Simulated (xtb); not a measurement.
C₂H₂N₃, doublet, geometry from GFN2-xTB; xtb with GFN0-xTB with ALPB(ch2cl2).

Here is a job for xtb.
```
$ xtb mol.xyz --gfn 0 --uhf 1 --alpb ch2cl2 --json

# file mol.xyz
7

C      1.15103063    -0.07704044    -0.13352496
N      0.38739531    -1.12905291    -0.11468461
N     -0.84080544    -0.58618564     0.05691775
C     -0.72106642     0.75689317     0.12845024
N      0.54227761     1.09498140     0.00861816
H     -1.66218032    -1.17101222     0.11174962
H     -1.53967730     1.43369588     0.26273960
```

Output, abridged:

```
   ID    Z sym.   atoms
    1    6 C      1, 4
    2    7 N      2, 3, 5
    3    1 H      6, 7

           -------------------------------------------------
          |                Calculation Setup                |
           -------------------------------------------------

           -------------------------------------------------
          |                 G F N 0 - x T B                 |
           -------------------------------------------------

      * Solvation model:               ALPB
        Solvent                        ch2cl2
        Parameter file                 internal GFN-FF/ALPB
        Dielectric constant                8.9300E+00
        Reference state                gsolv [1 M gas/solution]
        Free energy shift                  3.5387E-03 Eh       2.2205E+00 kcal/mol
        Temperature                        2.9815E+02 K
        Density                            1.3300E+00 kg/L
        Solvent mass                       8.4930E+01 g/mol
        Interaction kernel             P16
        Born radius scaling (c1)           1.6950E+00
        Born radii integrator          GBOBC
        Born offset                        0.0000E+00 a0       0.0000E+00 AA
        H-bond correction              false
        Ion screening                  false
        Surface tension                    1.0000E-05 Eh       1.5569E+01 dyn/cm
        Grid points                               230 per atom

          ...................................................
          :                      SETUP                      :
          :.................................................:
          :  # basis functions                  24          :
          :  # atomic orbitals                  24          :
          :  # shells                           14          :
          :  # electrons                        25          :
          :  electronic temp.          300.0000000     K    :
          :  accuracy                    1.0000000          :
          :  -> integral cutoff          0.2500000E+02      :
          :  -> integral neglect         0.1000000E-07      :
          ...................................................

         :::::::::::::::::::::::::::::::::::::::::::::::::::::
         ::                     SUMMARY                     ::
         :::::::::::::::::::::::::::::::::::::::::::::::::::::
         :: total energy             -14.054403083621 Eh    ::
[...]
        22                          0.2602553               7.0819
        23                          0.3387096               9.2168
        24                          0.5163826              14.0515
      -------------------------------------------------------------
                  HL-Gap            0.1334291 Eh            3.6308 eV
             Fermi-level            0.0000000 Eh            0.0000 eV

     #   Z          covCN         q      C6AA      α(0)
     1   6 C        2.413     0.671    17.697     6.839
     2   7 N        1.993    -0.434    31.876     8.408
     3   7 N        3.041    -0.515    31.533     8.408
     4   6 C        3.178     0.606    18.016     6.912
     5   7 N        1.903    -0.727    42.235     9.672
     6   1 H        0.860     0.354     0.572     1.185
     7   1 H        0.926     0.045     2.382     2.413

 Mol. C6AA /au·bohr⁶  :        811.474260
 Mol. C8AA /au·bohr⁸  :      18699.882296
 Mol. α(0) /au        :         43.837325

Wiberg/Mayer (AO) data.
largest (>0.10) Wiberg bond orders for each atom

 ---------------------------------------------------------------------------
     #   Z sym  total        # sym  WBO       # sym  WBO       # sym  WBO
 ---------------------------------------------------------------------------
     1   6 C    3.175 --     2 N    1.563     5 N    1.397     3 N    0.119
     2   7 N    2.898 --     1 C    1.563     3 N    1.127     4 C    0.101
     3   7 N    3.677 --     4 C    1.421     2 N    1.127     6 H    0.928
                             1 C    0.119
     4   6 C    3.915 --     3 N    1.421     5 N    1.349     7 H    0.967
                             2 N    0.101
     5   7 N    2.923 --     1 C    1.397     4 C    1.349
     6   1 H    0.972 --     3 N    0.928
     7   1 H    0.994 --     4 C    0.967
 ---------------------------------------------------------------------------

Topologies differ in total number of bonds
Writing topology from bond orders to xtbtopo.mol

 dipole moment from electron density (au)
     X       Y       Z
  -2.1692  -0.3448   0.2207  total (Debye):    5.611

           -------------------------------------------------
          | TOTAL ENERGY              -14.054403083621 Eh   |
          | GRADIENT NORM               0.053104292068 Eh/α |
          | HOMO-LUMO GAP               3.630790538012 eV   |
           -------------------------------------------------

normal termination of xtb
```
